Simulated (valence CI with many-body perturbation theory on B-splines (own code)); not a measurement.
**Missing levels of Pm40+**

Computed by valence CI with perturbative core correlation (CI+MBPT): three valence electrons over a frozen Dirac-Fock core [Ar], radial functions for each j: 7 s, 7 p, 8 d, 6 f, 4 g, 1 h, with the one-electron correlation potential Σ1 (screened to all orders), the two-electron term Σ2, the three-electron term Σ3, Breit, model QED; selected single and double excitations, second order for the rest, scaled by the run's own slope (own B-spline code, finite nucleus).

The last digits are not significant, and no measured levels were compared; by estimate large intervals hold to a few tenths of a per cent, small ones and those within an open d or f shell to about a per cent. Only levels of the ground parity were solved; by the run's estimate the other parity begins above the list, which can be wrong where configurations are misplaced.

| Level | E (eV) |
| --- | --- |
| (3d3/2^3) J=3/2 | 0.000 |
| (3d3/2^2 3d5/2) J=5/2 [a] | ? |
| (3d3/2^2 3d5/2) J=3/2 | 28.498 |
| (3d3/2^2 3d5/2) J=7/2 | 30.144 |
| (3d3/2^2 3d5/2) J=9/2 | ? |
| (3d3/2^2 3d5/2) J=1/2 | 32.305 |
| (3d3/2^2 3d5/2) J=5/2 [b] | 47.572 |
| (3d3/2 3d5/2^2) J=7/2 [a] | 53.315 |
| (3d3/2 3d5/2^2) J=9/2 | 56.222 |
| (3d3/2 3d5/2^2) J=3/2 [a] | ? |
| (3d3/2 3d5/2^2) J=1/2 | 62.418 |
| (3d3/2 3d5/2^2) J=11/2 | ? |
| (3d3/2 3d5/2^2) J=5/2 [a] | 65.624 |
| (3d3/2 3d5/2^2) J=5/2 [b] | 69.690 |
| (3d3/2 3d5/2^2) J=7/2 [b] | 71.639 |
| (3d3/2 3d5/2^2) J=3/2 [b] | 83.560 |
| (3d5/2^3) J=9/2 | ? |
| (3d5/2^3) J=3/2 | ? |
| (3d5/2^3) J=5/2 | 105.750 |

Levels are named by their leading jj configuration (3d3/2^4 stands for four electrons in 3d with j = 3/2), which in mixed levels can hold well under half, so a name can repeat and another be missing. Letters in brackets count levels of one name in rising energy.

The levels stand in rising order. What does the calculation give for the missing energies?

(3d3/2^2 3d5/2) J=5/2 [a] 22.898; (3d3/2^2 3d5/2) J=9/2 31.187; (3d3/2 3d5/2^2) J=3/2 [a] 60.268; (3d3/2 3d5/2^2) J=11/2 64.081; (3d5/2^3) J=9/2 85.992; (3d5/2^3) J=3/2 98.897.
